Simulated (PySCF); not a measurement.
**K: excitation energy**

K [Ar] 4s1 (2S) → K [Ar] 3d1 (2D), as a difference of total energies. Calculation: PySCF 2.14, in x2c-TZVPPall with one added diffuse shell each of s, p, d type (7s5p4d, 42 functions); scalar relativity by spin-free X2C-1e. Correlated levels: valence and next inner shell: [Ne] frozen. The calculations carry no spin-orbit coupling.

```tsv
method	excitation energy (cm⁻¹)	error (cm⁻¹)
UHF	20079	-1456
LDA	20563	-972
PBE	19206	-2330
PBE0	19567	-1969
r2SCAN	19402	-2133
HSE06	19361	-2174
TPSS	18472	-3064
BP86	18847	-2689
M06-2X	20114	-1422
MP2 (valence and next inner shell)	21798	+262
SCS-MP2 (valence and next inner shell)	21458	-78
```

Reference: 21536 cm⁻¹ (measured; NIST levels, between the centres of gravity of the two terms).

Errors of the correlated levels include the incompleteness of this basis and the frozen core.
